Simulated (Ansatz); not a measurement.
```yaml
crystal:
  periodic: [false, false, false]
  atoms:
    - {symbol: C, position_ang: [0.555341, 0.134760, -1.707686]}
    - {symbol: O, position_ang: [-0.412213, 0.755250, -0.960511]}
    - {symbol: Ga, position_ang: [-0.622790, 0.541661, 1.027695]}
    - {symbol: C, position_ang: [0.365716, -0.989921, 1.472427]}
    - {symbol: Cl, position_ang: [0.000097, 2.413634, 1.666395]}
    - {symbol: Cl, position_ang: [-2.703390, 0.391606, 0.769728]}
    - {symbol: H, position_ang: [0.443168, -0.907324, -1.685008]}
    - {symbol: H, position_ang: [0.515819, 0.483325, -2.694006]}
    - {symbol: H, position_ang: [1.474718, 0.397866, -1.287469]}
    - {symbol: H, position_ang: [-1.261316, 0.603353, -1.301378]}
    - {symbol: H, position_ang: [0.027259, -1.823481, 0.935820]}
    - {symbol: H, position_ang: [0.251303, -1.190139, 2.494439]}
    - {symbol: H, position_ang: [1.385967, -0.843999, 1.283955]}
basis:
  gaussian: {orbitals: cc-pVTZ-DK, fitting: {mean_field: def2-universal-jkfit}}
hamiltonian: {xc: {name: B97M-V}}
output: {forces: true}
```

```sh
$ ansatz run in.yaml --threads 4 --pin off --events-out ev --progress --plain --max-ram 11315MiB
```

It prints (some lines left out):

```
Functional definition: B97M-V
875 factors; integrals over basis functions are off by at most 9.1e-1 eV
mean field evaluation 1: about -82229.1378 eV, gradient 7.8e1 eV
mean field evaluation 2: about -82219.1709 eV, gradient 9.9e1 eV
mean field evaluation 4: about -82241.4052 eV, gradient 5.8e0 eV
mean field evaluation 8: about -82241.4814 eV, gradient 4.8e-1 eV
mean field evaluation 16: about -82241.4818 eV, gradient 2.6e-4 eV
mean field -82241.48183323 eV, -3022.3187120927 hartree, gradient 3.7e-5 eV, S^2 0.000000; 0 other end points of the search recorded, 0 dependent functions left out
reference -82241.48189985 eV, -3022.3187145407 hartree; 46, 46 occupied and 253, 253 virtual orbitals, 875 factors
Total energy: -82241.48189985 eV, -3022.3187145407 hartree
Relativity: scalar
Atom 0 at     0.555341     0.134760    -1.707686 Å, force     0.506115    -0.317826    -0.428470 eV/Å
Atom 1 at    -0.412213     0.755250    -0.960511 Å, force     0.170609     1.392157     1.243683 eV/Å
Atom 2 at    -0.622790     0.541661     1.027695 Å, force     0.165102    -0.247569     0.144685 eV/Å
Atom 3 at     0.365716    -0.989921     1.472427 Å, force    -0.133893     0.224591    -0.128134 eV/Å
Atom 4 at     0.000097     2.413634     1.666395 Å, force     0.491360     1.449200     0.507942 eV/Å
Atom 5 at    -2.703390     0.391606     0.769728 Å, force    -1.550331    -0.119516    -0.106525 eV/Å
Atom 6 at     0.443168    -0.907324    -1.685008 Å, force    -0.043170    -1.456767    -0.041211 eV/Å
Atom 7 at     0.515819     0.483325    -2.694006 Å, force     0.063628     0.397024    -1.386949 eV/Å
Atom 8 at     1.474718     0.397866    -1.287469 Å, force     1.338660     0.286052     0.485439 eV/Å
Atom 9 at    -1.261316     0.603353    -1.301378 Å, force    -1.879364    -0.248023    -0.734214 eV/Å
Atom 10 at     0.027259    -1.823481     0.935820 Å, force    -0.424226    -1.185566    -0.711035 eV/Å
Atom 11 at     0.251303    -1.190139     2.494439 Å, force    -0.121126    -0.316069     1.389531 eV/Å
Atom 12 at     1.385967    -0.843999     1.283955 Å, force     1.416636     0.142312    -0.234742 eV/Å
Dipole moment:     0.440781    -0.540396    -0.881825 e Å
```

Run time 17 s (4 threads of an Arm Neoverse V2 on a shared host); peak host memory 0.71 GiB.
